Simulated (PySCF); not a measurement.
Bonds: Ru1-O2 1.714 Å, Ru1-O3 1.713 Å, Ru1-O4 1.714 Å, Ru1-N5 1.637 Å.

Total charge -1.

Geometry: PBE0-D3(BJ)/def2-SVP; GIAO absolute shieldings from PySCF 2.14.0 with density-fitted response routines, gas phase, scalar relativity only through the core potential, averaged over equivalent atoms.

At PBE0/pcSseg-1 (def2-TZVP on Ru) (108 basis functions, 5.6 s wall time on 1 thread of an Arm Neoverse V2, shared host):
| atoms | σ (ppm) |
| --- | --- |
| O2/O3/O4 | -555.1 |
| N5 | -899.0 |

Question: Estimate the result of repeating the calculation with KT2/pcSseg-1 (def2-TZVP on Ru).

Answer: 
```csv
atoms,σ at KT2/pcSseg-1 (def2-TZVP on Ru),change
O2/O3/O4,-441.9,+113.2
N5,-633.6,+265.4
```

The largest change is at N5 (nitrogen bonded to Ru). Cost: 108 basis functions, 8.5 s wall time on 1 thread of an Arm Neoverse V2, shared host.

Ru is described by an effective core potential, so it has no shielding of its own here; spin–orbit effects on the atoms bonded to it, which can be large, are absent, and the values of these neighbours are rough.
